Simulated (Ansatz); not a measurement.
```xyz
3

S     0.0000    0.0000    0.0000
H     0.0000    0.0000    3.8080
Al    0.0000    5.7351   -2.6743
```

Basis set: pcseg-2 (spherical functions). Charge 0, multiplicity 1.

Computed with Ansatz (development build ahead of 0.2.0); each method stands on the lowest determinant of its kind that the runs found.

(1) Give the atomization energy at this shape (free ground-state atoms in the same class of orbitals less the molecule, no zero-point energy) of singlet AlHS in separate pieces by PBE (unrestricted), RHF.

Answers

(1)

```csv
method,atomization energy
PBE (unrestricted),0.43 eV
RHF,-5.28 eV
```

Caution: the shape is not the minimum. Caution for PBE (unrestricted): charge can spread falsely over distant fragments; the unrestricted determinant is a mixture of spin states. Caution for RHF: stretched shape with no unrestricted run beside it, a lower state can exist; the molecule lies well above its atoms at this level.
